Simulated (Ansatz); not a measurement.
`F[SiH2][NH][GeH3]`, relaxed with RKS PBE-D4/def2-SVP in Ansatz 0.2.0 from a rough embedded geometry. The force threshold is 0.03 eV/Å; the program also tests the step.

Total charge 0; spin multiplicity 1.

Start:

```xyz
10

F     0.310   -1.541    2.482
Si    0.120   -0.283    1.429
N    -0.031   -0.976   -0.203
Ge   -0.348    0.470   -1.385
H    -1.103    0.443    1.792
H     1.273    0.629    1.484
H     0.820   -1.414   -0.457
H    -1.600    1.257   -1.010
H    -0.396   -0.018   -2.838
H     0.955    1.433   -1.296
```

Q: By how much does the energy fall, and how many steps does the optimiser take? (Estimate.)

A: The calculation gave: 45.70 kJ/mol, in 14 steps, 1 of them rejected.

Q: Which bonds change most? (Estimate.)

A: Ansatz gave: Ge4–H10 from 1.622 to 1.553 Å; Si2–N3 from 1.779 to 1.727 Å; N3–H7 from 0.991 to 1.025 Å; N3–Ge4 from 1.895 to 1.862 Å.

Q: Give the relaxed structure. (Best estimate.)

A: The calculation gave: 
```xyz
10

F    -0.625   -1.726    1.862
Si    0.179   -0.326    1.545
N     0.651   -0.165   -0.108
Ge   -0.381    0.470   -1.522
H    -0.763    0.790    1.876
H     1.412   -0.355    2.400
H     1.515   -0.640   -0.389
H    -1.624    1.123   -0.871
H    -0.804   -0.687   -2.469
H     0.440    1.516   -2.324
```
